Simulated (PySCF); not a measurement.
Compound: C6H11P.
SMILES with atom numbers: `[CH2:1]=[CH:2][C@@H:3]1[C@@H:4]([CH3:5])[P:6]1[CH3:7]` (hydrogens: H8, H9 on C1; H10 on C2; H11 on C3; H12 on C4; H13, H14, H15 on C5; H16, H17, H18 on C7)

The calculation used TDDFT PBE0/def2-SVPD, vertical, gas phase, core orbitals frozen in the response in PySCF 2.14.0, density-fitted response routines. Geometry: GFN2-xTB, one conformer, isolated molecule.

Computed states:

```csv
state,E (eV),f
S1,5.67,0.356
S2,5.87,0.079
S3,5.99,0.048
S4,6.34,0.014
S5,6.53,0.014
S6,6.71,0.059
S7,6.88,0.019
S8,6.92,0.039
```

Broadening: Gaussians 0.4 eV wide at half height, area fixed by f = 4.319×10⁻⁹ ∫ε dν̃. The width is an assumption, not a result. The curve ends short of the highest state used, and states not computed would add to its high-energy end.

Question: Give the broadened spectrum and its maxima.

Answer: 
```json
{"E (eV)": "5.07", "ε (L mol⁻¹ cm⁻¹)": "50"}
{"E (eV)": "5.10", "ε (L mol⁻¹ cm⁻¹)": "91"}
{"E (eV)": "5.13", "ε (L mol⁻¹ cm⁻¹)": "162"}
{"E (eV)": "5.15", "ε (L mol⁻¹ cm⁻¹)": "233"}
{"E (eV)": "5.18", "ε (L mol⁻¹ cm⁻¹)": "393"}
{"E (eV)": "5.21", "ε (L mol⁻¹ cm⁻¹)": "643"}
{"E (eV)": "5.24", "ε (L mol⁻¹ cm⁻¹)": "1019"}
{"E (eV)": "5.27", "ε (L mol⁻¹ cm⁻¹)": "1566"}
{"E (eV)": "5.30", "ε (L mol⁻¹ cm⁻¹)": "2334"}
{"E (eV)": "5.33", "ε (L mol⁻¹ cm⁻¹)": "3373"}
{"E (eV)": "5.36", "ε (L mol⁻¹ cm⁻¹)": "4728"}
{"E (eV)": "5.39", "ε (L mol⁻¹ cm⁻¹)": "6427"}
{"E (eV)": "5.42", "ε (L mol⁻¹ cm⁻¹)": "8475"}
{"E (eV)": "5.45", "ε (L mol⁻¹ cm⁻¹)": "10843"}
{"E (eV)": "5.48", "ε (L mol⁻¹ cm⁻¹)": "13462"}
{"E (eV)": "5.50", "ε (L mol⁻¹ cm⁻¹)": "15296"}
{"E (eV)": "5.53", "ε (L mol⁻¹ cm⁻¹)": "18078"}
{"E (eV)": "5.56", "ε (L mol⁻¹ cm⁻¹)": "20755"}
{"E (eV)": "5.59", "ε (L mol⁻¹ cm⁻¹)": "23160"}
{"E (eV)": "5.62", "ε (L mol⁻¹ cm⁻¹)": "25134"}
{"E (eV)": "5.65", "ε (L mol⁻¹ cm⁻¹)": "26549"}
{"E (eV)": "5.68", "ε (L mol⁻¹ cm⁻¹)": "27323"}
{"E (eV)": "5.71", "ε (L mol⁻¹ cm⁻¹)": "27429"}
{"E (eV)": "5.74", "ε (L mol⁻¹ cm⁻¹)": "26895"}
{"E (eV)": "5.77", "ε (L mol⁻¹ cm⁻¹)": "25798"}
{"E (eV)": "5.80", "ε (L mol⁻¹ cm⁻¹)": "24250"}
{"E (eV)": "5.82", "ε (L mol⁻¹ cm⁻¹)": "23030"}
{"E (eV)": "5.85", "ε (L mol⁻¹ cm⁻¹)": "21015"}
{"E (eV)": "5.88", "ε (L mol⁻¹ cm⁻¹)": "18884"}
{"E (eV)": "5.91", "ε (L mol⁻¹ cm⁻¹)": "16739"}
{"E (eV)": "5.94", "ε (L mol⁻¹ cm⁻¹)": "14656"}
{"E (eV)": "5.97", "ε (L mol⁻¹ cm⁻¹)": "12691"}
{"E (eV)": "6.00", "ε (L mol⁻¹ cm⁻¹)": "10877"}
{"E (eV)": "6.03", "ε (L mol⁻¹ cm⁻¹)": "9235"}
{"E (eV)": "6.06", "ε (L mol⁻¹ cm⁻¹)": "7775"}
{"E (eV)": "6.09", "ε (L mol⁻¹ cm⁻¹)": "6501"}
{"E (eV)": "6.12", "ε (L mol⁻¹ cm⁻¹)": "5413"}
{"E (eV)": "6.14", "ε (L mol⁻¹ cm⁻¹)": "4789"}
{"E (eV)": "6.17", "ε (L mol⁻¹ cm⁻¹)": "4003"}
{"E (eV)": "6.20", "ε (L mol⁻¹ cm⁻¹)": "3388"}
{"E (eV)": "6.23", "ε (L mol⁻¹ cm⁻¹)": "2932"}
{"E (eV)": "6.26", "ε (L mol⁻¹ cm⁻¹)": "2621"}
{"E (eV)": "6.29", "ε (L mol⁻¹ cm⁻¹)": "2439"}
{"E (eV)": "6.32", "ε (L mol⁻¹ cm⁻¹)": "2370"}
```

Maxima: 218 nm (5.70 eV), ε about 27000, made up of S1 (86%) and S2 (12%) (ε in L mol⁻¹ cm⁻¹; maxima over ε = 5, shares over 10%).

Question: Coming from long wavelengths, where does ε first pass 100 L mol⁻¹ cm⁻¹?

Answer: At about 243 nm (5.10 eV), 0.56 eV below S1.

Question: On this curve, what absorbance would a 10⁻⁴ mol/L sample give at 222 nm over a 1 cm path?

Answer: 222 nm is 5.585 eV, where ε is about 23000 L mol⁻¹ cm⁻¹, so A = ε c l ≈ 2.3 (Beer–Lambert, with the gas-phase spectrum and the assumed width).

Question: What would ε be at 5.70 eV, the highest of these maxima, with half the width (0.2 eV)?

Answer: About 45900 L mol⁻¹ cm⁻¹ against 27500, a factor of about 1.7; a lone state at its own centre would give exactly 2.
